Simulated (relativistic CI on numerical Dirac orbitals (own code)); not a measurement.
## Hyperfine structure of La⁵⁺, mass number 139

Method of calculation: Dirac-Coulomb-Breit CI, orbitals from a KLI potential per configuration, model QED, valence Slater integrals scaled by 0.85, P86 correlation energy added to each configuration (own radial code, finite nucleus).

Configurations in the expansion (outside the closed core [Kr] 4d10): 5s2 5p4, 5s 5p5, 5s2 5p3 5d, 5s2 5p3 4f, 5p6, 5s 5p4 5d, 5s2 5p3 5f, 5s2 5p2 4f 5d, 5s2 5p3 5g, 5s2 5p3 6s, 5s 5p4 4f, 5s2 5p3 6p, 5s 5p3 4f2, 5s2 5p2 5d2, 5s2 5p 5d3, 5s2 5p 4f 5d2, 5s 5p2 5d3, 5s2 5p 5d2 5f, 5s2 5p 5d2 5g. Double excitations out of closed p, d and f shells are left out; levels of such configurations are missing from the list, as are those of other unlisted configurations, and high levels can miss mixing partners. These lack a partner that the ground configuration has and come out too high: 5s2 5p3 6s, 5s 5p4 4f, 5s2 5p3 6p.

Nuclear spin I = 7/2, μ = 2.7791 μN, Q = 0.206 b (tables of Stone and Pyykkö). The electronic factors are computed for point nuclear moments, without core polarisation or the Bohr-Weisskopf and QED corrections.

```tsv
Level	E (eV)	A (MHz)	B (MHz)
5s2 5p4 3P_2	0.0000	1867	514
5s2 5p4 3P_1	2.4921	-831.9	-461
5s2 5p4 1D_2	3.5543	4672	-1450
5s2 5p3 4f 5F_3	16.2131	642.1	-66.8
5s2 5p3 4f 5F_4	16.2910	430.9	15.2
5s2 5p3 4f 5F_2	16.3729	594.1	-76.2
5s2 5p3 4f 5F_1	16.4330	923.2	1.82
5s2 5p3 4f 5F_5	16.5400	224.2	16
```

Levels with J = 0, under 50 % of one LS term, or S terms without an open s electron are left out. Small factors come from cancelling terms and can be off by tens of per cent or more.

At this charge configurations can still be misplaced by up to about 7 % of their energy. Levels and lines within the n = 5 or 6 shells can be off by up to 10 % or somewhat more, and those that change n by about 2 %, since core polarisation is missing. Levels that differ in their count of f electrons can be misplaced by several ten thousand cm⁻¹, since the correlation energy of f electrons is missing or only estimated; rates across such gaps can be off by orders of magnitude.

Question: Give the hyperfine levels of 5s2 5p4 3P_2 relative to its centre of gravity.

Answer: With K = F(F + 1) − I(I + 1) − J(J + 1), E = AK/2 + B[¾K(K + 1) − I(I + 1)J(J + 1)]/[2I(2I − 1)J(2J − 1)]: F = 3/2: -16520, F = 5/2: -12090, F = 7/2: -5747, F = 9/2: 2625, F = 11/2: 13190 MHz.

LS names give the leading component of a level, which can be under half, so a name can repeat, a term be missing and a line seem to break the LS rules.
